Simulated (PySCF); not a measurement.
Geometry:
| atom | x (Å) | y (Å) | z (Å) |
| --- | --- | --- | --- |
| Al1 | 0.952 | 1.470 | 1.191 |
| Cl2 | 3.055 | 1.444 | 1.245 |
| Cl3 | 0.081 | 3.381 | 1.060 |
| C4 | -0.093 | -0.173 | 1.283 |
| C5 | -0.449 | -0.740 | -0.103 |
| C6 | 0.804 | -1.027 | -0.922 |
| C7 | -1.394 | 0.185 | -0.860 |
| H8 | -1.011 | 0.018 | 1.866 |
| H9 | 0.499 | -0.909 | 1.854 |
| H10 | -0.974 | -1.700 | 0.052 |
| H11 | 1.359 | -0.095 | -1.143 |
| H12 | 0.559 | -1.491 | -1.889 |
| H13 | 1.497 | -1.696 | -0.388 |
| H14 | -0.923 | 1.165 | -1.059 |
| H15 | -2.315 | 0.379 | -0.289 |
| H16 | -1.682 | -0.244 | -1.832 |

Averaged over atoms made equivalent by symmetry, fast rotation or ring inversion, single conformer, relativity neglected, isolated molecule. B3LYP/pcSseg-1 (pcSseg-2 on Al) with gauge-including orbitals; geometry from PBE0-D3(BJ)/def2-SVP; PySCF 2.14.0 with density-fitted response routines.

Scale: ¹³C and ¹H against TMS; ²⁷Al vs [Al(H2O)6]3+; ³⁵Cl vs HCl (reference shieldings calculated alike).

```json
{"atoms": "Al1", "nucleus": "²⁷Al", "count": "1", "δ (ppm)": "219.8"}
{"atoms": "H10", "nucleus": "¹H", "count": "1", "δ (ppm)": "1.96"}
{"atoms": "H11/H12/H13/H14/H15/H16", "nucleus": "¹H", "count": "6", "δ (ppm)": "?"}
{"atoms": "H8/H9", "nucleus": "¹H", "count": "2", "δ (ppm)": "0.86"}
{"atoms": "C4", "nucleus": "¹³C", "count": "1", "δ (ppm)": "28.4"}
{"atoms": "Cl2/Cl3", "nucleus": "³⁵Cl", "count": "2", "δ (ppm)": "?"}
{"atoms": "C5", "nucleus": "¹³C", "count": "1", "δ (ppm)": "29.9"}
{"atoms": "C6/C7", "nucleus": "¹³C", "count": "2", "δ (ppm)": "31.4"}
```

Problem. Fill in the missing shifts.

Solution. 
- H11/H12/H13/H14/H15/H16: 1.07 ppm, hydrogen on a carbon bonded to C
- Cl2/Cl3: 83 ppm, chlorine bonded to Al

Shifts are as computed, not scaled to solution data. Of 1211 compounds with measured shifts, 218 miss one by over three times the rms of a fit or turn the order of signals round; such compounds aren't used in these exercises.
